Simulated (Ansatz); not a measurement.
Pulling on the Cd1–H2 bond in CdFH (SMILES [F][CdH]) (multiplicity 1 held, fragments rigid). Energies count from the point at 1.635 Å.
Geometry at that point (charge 0, multiplicity 1):
```xyz
3

Cd     0.0000     0.0000    -0.2748
H      0.0000     0.0000    -1.9099
F      0.0000     0.0000     1.6778
```

R- and RO- levels are restricted; in cc, def2 and unpolarised 6-31G sets they are followed outwards from rest. Unrestricted levels (U-) break spin symmetry where that is lower. Active spaces are followed from a long bond inwards. Levels need not reach the same state.

Frozen-core correlation.

Programs: Ansatz (Gaussian basis) for Hartree–Fock, density functionals and correlated methods.  In def2 rows elements past Kr take small-core potentials, without spin–orbit coupling.

Energies in kcal/mol.

```tsv
R (Å)	U-HF/def2-SVP	U-MP2/def2-SVP	R-SCS-MP2/def2-SVP	FIC-MRCISD on CASSCF(2,2)/def2-SVP	FIC-MRCISD+Q on CASSCF(2,2)/def2-SVP
1.308	33.4	26.2	27.4	29.4	28.4
1.472	7.7	4.7	5.2	6.2	5.7
1.635	0.0	0.0	0.0	0.0	0.0
1.799	1.9	3.8	3.4	2.5	2.8
1.962	8.8	11.9	11.3	9.2	9.9
2.207	23.4	27.4	26.4	22.3	23.3
2.453	36.2	46.9	42.1	35.4	36.7
2.861	46.1	61.4	65.1	52.4	54.0
3.270	49.5	66.1	82.3	62.3	63.9
3.761	50.8	67.8	95.2	67.4	69.0
4.415	51.3	68.4	101.0	69.5	71.0
5.232	51.4	68.5	94.2	69.9	71.5
```

Doubts at one or more of the structures used: a spin-contaminated determinant (U-HF/def2-SVP, U-MP2/def2-SVP); a restricted determinant that unrestricted orbitals would lower (R-SCS-MP2/def2-SVP).

Ansatz is a program for electronic structure.
